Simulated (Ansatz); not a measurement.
Cost and result for the atomization energy of FH4O3Si2 (`O[SiH]O[SiH](O)F`) radical (10 atoms, 9 bonds).

Cartesian coordinates in Å:
```
O -0.8274 -1.8706 -0.7911
Si -1.5449 -0.4319 -1.1170
O -0.5950 0.8074 -0.5632
Si 0.5710 1.0371 0.5226
O 0.7262 -0.3774 1.3351
F 1.9433 1.3749 -0.2010
H -0.3534 -1.9152 0.0466
H -1.6325 -0.3182 -2.6027
H 0.2690 2.1710 1.4080
H 1.4436 -0.4772 1.9627
```

The species carries charge 0 and has multiplicity 2. All single points use the PBE0-D4/def2-TZVP geometry. It is one conformer, not always the lowest. Program: Ansatz. Hardware: A = 2 threads of an AMD EPYC 7R13 on a shared host; B = 2 threads of an AMD EPYC 7R13 on a shared host and a share of an NVIDIA H100 80 GB. Times are those of one run each, without the atoms' runs, and a repeat can differ threefold. Electronic energies, without spin–orbit coupling; frozen cores. CCSD(T)/CBS adds CCSD(T) − MP2 in def2-TZVPP to the MP2 limit, and its time is that of the two runs behind it. T1 = 0.013; ⟨S²⟩ of the reference is 0.75. B3LYP takes the VWN-RPA correlation (the form of Gaussian; ORCA's B3LYP/G).

CCSD(T)/CBS is a level of theory with its own doubt, some kJ/mol a heavy atom from the limit and from the frozen cores, so smaller differences don't rank the functionals.

| level | functions | wall time |
| --- | --- | --- |
| PBE-D4/def2-TZVPP (with forces) [A] | 264 | 6.5 s |
| MP2/def2-QZVPP [B] | 488 | 8 s |
| PBE0-D4/def2-TZVPP [A] | 264 | 12 s |
| r2SCAN-D4/def2-TZVPP (with forces) [A] | 264 | 13 s |
| B3LYP-D4/def2-TZVPP (with forces) [A] | 264 | 14 s |
| B2PLYP/def2-TZVPP [A] | 264 | 14 s |
| CCSD(T)/def2-TZVPP [B] | 264 | 20 s |
| ωB97X-V/def2-TZVPP [A] | 264 | 22 s |
| CCSD(T)/CBS(def2) | – | 28 s |
| ωB97M-V/def2-TZVPP (with forces) [A] | 264 | 30 s |

**Question.** What atomization energy does each give, and how far from CCSD(T)/CBS? (Best estimate.)

**Answer.** The calculation gave: 
| level | atomization (kcal/mol) | difference from CCSD(T)/CBS | per bond |
| --- | --- | --- | --- |
| PBE-D4/def2-TZVPP (with forces) [A] | 960.0 | 1.4 | 0.2 |
| MP2/def2-QZVPP [B] | 979.4 | 20.8 | 2.3 |
| PBE0-D4/def2-TZVPP [A] | 936.9 | -21.7 | -2.4 |
| r2SCAN-D4/def2-TZVPP (with forces) [A] | 956.1 | -2.5 | -0.3 |
| B3LYP-D4/def2-TZVPP (with forces) [A] | 946.0 | -12.6 | -1.4 |
| B2PLYP/def2-TZVPP [A] | 941.2 | -17.4 | -1.9 |
| CCSD(T)/def2-TZVPP [B] | 926.4 | -32.2 | -3.6 |
| ωB97X-V/def2-TZVPP [A] | 953.9 | -4.7 | -0.5 |
| CCSD(T)/CBS(def2) | 958.6 | 0.0 | 0.0 |
| ωB97M-V/def2-TZVPP (with forces) [A] | 953.3 | -5.3 | -0.6 |

From PBE to PBE0 (25 % exact exchange), in def2-TZVPP and without D4, the atomization energy moves by −22.2 kcal/mol: exact exchange takes away binding that semilocal exchange gives to molecules. The D4 term adds +9.7 kcal/mol with B3LYP and +5.1 kcal/mol with PBE0; it sums over pairs of atoms, weighted by their polarisabilities, and B3LYP, whose exchange is more repulsive, gets the larger term. In def2-TZVPP, CCSD(T) changes the Hartree–Fock value by +241.7 kcal/mol (the triples alone add +14.8 kcal/mol) and MP2 by +274.9 kcal/mol; breaking electron pairs costs correlation energy, which Hartree–Fock lacks.
